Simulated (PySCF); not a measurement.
OPb, SMILES [O]=[Pb] (connectivity only; charge and spin as stated), neutral, multiplicity 1. Atoms are numbered in the order given.

```xyz
2

Pb     0.0000     0.0000    -0.1692
O      0.0000     0.0000     1.7343
```

Coordinates come from a PBE0-D3(BJ)/def2-TZVP optimisation. The def2 effective core potentials stand for the cores of Pb; spin–orbit coupling is left out.

The numbers are results of M06-2X/def2-TZVPD (PySCF), not measurements.

Computed frontier levels, gap, dipole moment and polarisability:
```yaml
highest_occupied_level: -8.55 eV
lowest_empty_level: -1.47 eV
orbital_gap: 7.08 eV
dipole_moment: 5.36 D
quadrupole, principal values (traceless, Buckingham form, about the centre of nuclear charge): -13.66, 6.83, 6.83 D·Å
mean_static_polarisability: 41.8 bohr³ (6.19 Å³)
polarisability_principal_values: 34.6, 34.6, 56.1 bohr³
```
